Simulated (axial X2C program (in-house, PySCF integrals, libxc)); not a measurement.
MoN⁻: bond constants with and without spin–orbit coupling

All values were computed with an axial X2C code built on PySCF integrals. Spin-free means the one-electron spin-free X2C Hamiltonian; two-component (2c) means X2C with spin–orbit coupling and atomic mean-field two-electron Coulomb and Gaunt terms, so the difference of the two also holds small scalar two-electron terms. Basis: Mo dyall-acv3z [12s13p10d5f3g], N dyall-av3z [7s7p3d2f] (cores contracted in-house); Gaussian nuclei, density fitting, unrestricted open shells. Masses: Mo 97.905 u, N 14.003 u.

State, spin-free: M_S = 1, Λ = 0 (beyond evenly filled blocks: δ+α, δ-α); electrons by block: σα: 12, σβ: 12, π+α: 5, π+β: 5, π-α: 5, π-β: 5, δ+α: 2, δ+β: 1, δ-α: 2, δ-β: 1. Fragments: Mo- + N.

State, 2c: Ω = 1 (⟨Sz⟩ = 1.00, ⟨Lz⟩ = 0.00 at PBE0); electrons by block: 1/2: 17, -1/2: 17, 3/2: 6, -3/2: 7, 5/2: 2, -5/2: 1. Fragments: Mo- + N.

```json
{"Hamiltonian": "2c", "level": "PBE0", "Re (Å)": "1.622", "ωe (cm⁻¹)": "1126.7", "Be (cm⁻¹)": "0.5231", "αe (cm⁻¹)": "n/a", "De (eV)": "5.57", "k (mdyn/Å)": "9.16", "μ (D)": "1.19"}
{"Hamiltonian": "2c", "level": "LDA", "Re (Å)": "1.630", "ωe (cm⁻¹)": "1118.1", "Be (cm⁻¹)": "0.5179", "αe (cm⁻¹)": "0.00246", "De (eV)": "7.72", "k (mdyn/Å)": "9.02", "μ (D)": "0.41"}
```

Spin-free values that have a 2c row agree with it to the digits that matter (0.001 Å, 0.01 eV) and are not repeated.

Dipoles are positive if N is the positive end and refer to the centre of mass.

The state is a single determinant with fixed occupations, the lowest that a limited PBE0 search found. Dissociation energies refer to the lowest single-determinant-based atoms at the same level and basis. Density functionals use the spin component along the axis (collinear). Without a current term, density functionals place determinants with orbital angular momentum somewhat too high. With several unpaired electrons one determinant need not be a pure state. Open-shell Ω = 0 determinants with evenly filled partner blocks cannot be reached by this program, so the Ω shown need not be the lowest component. The highest occupied level of some functionals is positive through self-interaction error; at Hartree–Fock it is bound. The determinant is spin-polarised beyond a pure state at some levels (its spin-free form has ⟨S²⟩ too high), which makes Re and μ there less reliable.

No reliable constants came from CCSD (2c), CCSD (spin-free), CCSD(T) (2c), CCSD(T) (spin-free), HF (2c), HF (spin-free), MP2 (2c), MP2 (spin-free): no minimum in range, unconverged points, a curve that is not smooth, a change of character along it, or the two Hamiltonians disagreeing along it.

Rough cost a point (2c) on 1 thread(s) of a shared host, integrals apart: PBE0 4 s, LDA 1.3 s.

The whole task took 4.8 min on 1 thread of Arm Neoverse V1 (shared host).
